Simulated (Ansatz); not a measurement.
The cluster W2O5⁻. Charge -1, multiplicity 2. Geometry PBE-D4/def2-SVPD, basis def2-TZVPD, Ansatz.

```
atom   x (Å)   y (Å)   z (Å)
  W1  -0.074   0.183   1.092
  W2  -0.135  -0.069  -1.624
  O3   0.579   1.288  -0.549
  O4  -1.209  -0.861  -0.310
  O5   0.846  -1.008  -2.725
  O6  -1.123   1.168   2.097
  O7   1.115  -0.702   2.019
```

```
run  HOMO (eV)  LUMO (eV)
  A      -0.87       0.31
  B      -3.77       2.62
  C      -1.30       0.50
  D      -0.63       0.06
  E      -1.69       0.87
```

In the def2 sets W takes a core potential; there is no spin–orbit coupling. HSE06 is defined as in plane-wave codes, on full-range PBE exchange. No other spin state of charge -1 was run. Another isomer (doublet) lies 0.32 eV lower at PBE0-D4/def2-TZVPD; other spin states weren't run for this one.

HOMO and LUMO are taken over both spins.

Question: The runs used HSE06, PBE, PBE0, r2SCAN, ωB97M-V. Estimate which is which.

Answer: A r2SCAN (0 % exact exchange); B ωB97M-V (range-separated); C HSE06 (range-separated); D PBE (0 % exact exchange); E PBE0 (25 % exact exchange). Exact exchange lowers occupied and raises empty levels; among semilocal functionals meta-GGAs tend to open the gap a little, and such runs are hard to tell apart. The gap grows from 0.69 eV (PBE) to 6.40 eV (ωB97M-V).
